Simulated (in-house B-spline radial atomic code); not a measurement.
Values are calculated unless marked as measured or tabulated.
Softness against transferability: the 3s channel of P

P, [Ne] 3s2 3p3, non-relativistic LDA (VWN5), spherical and spin-unpolarised, from an all-electron radial atomic-structure program (B-spline basis) (atomic units). The all-electron 3s level is ε = -0.512363 hartree, its outermost node lies just inside 0.67 bohr and its outer maximum at 1.57 bohr.

Troullier-Martins pseudo-orbitals are made for several radii. The cutoffs (hartree) are the plane-wave energies beyond which the orbital holds less than the named kinetic energy per electron. The phase error is the difference, pseudo minus all-electron, of arctan(R P'/P) at R = 2.5 bohr for all radii, half a hartree below and above the level.

```tsv
r_c (bohr)	V_l(0) (hartree)	cutoff for 10 mEh	for 1 mEh	for 0.1 mEh	phase error at ε − 0.5 (mrad)	at ε + 0.5 (mrad)
1.18	-4.42	19.2	44.2	84	-1.4	-2.9
1.37	1.61	6.77	19.5	39.1	-0.9	-1.7
1.57	2.30	6.77	18.5	25.9	-0.8	-1.6
1.78	1.38	6.2	16.6	23.4	-1.2	-2.4
1.98	0.56	5.51	13.7	19.7	-2.3	-4.4
2.2	-0.06	4.5	8.32	16.1	-4.7	-8.5
```

Which radius needs the lowest cutoff for 0.1 mEh while both phase errors stay within 3.0 mrad?

The radii within that limit are 1.18, 1.37, 1.57, 1.78 bohr; of these r_c = 1.78 needs the least, 23.4 hartree, that is 46.8 Ry or 637 eV.

What does the larger radius buy, and what does it cost?

From r_c = 1.18 to 2.2 bohr the cutoff for 1 mEh goes from 44.2 to 8.32 hartree, a factor of 5.31, against 3.48 for a pure 1/r_c² scaling, end to end; step by step it is 44.2, 19.5, 18.5, 16.6, 13.7, 8.32, and for 0.1 mEh 84, 39.1, 25.9, 23.4, 19.7, 16.1; the number of plane waves goes as the cutoff to the power 3/2, here a factor of 12.2. The larger of the two phase errors is least at r_c = 1.57 bohr, 1.6 mrad; it is 2.9 at the smallest radius and 8.5 at the largest. These errors test the reference atom alone. The smallest radius lies well inside the outer maximum, where the nodeless form must bend sharply to keep the norm, so it is both harder and scatters less well than the next. Large radii also let the cores of neighbours overlap, which an atom doesn't show.
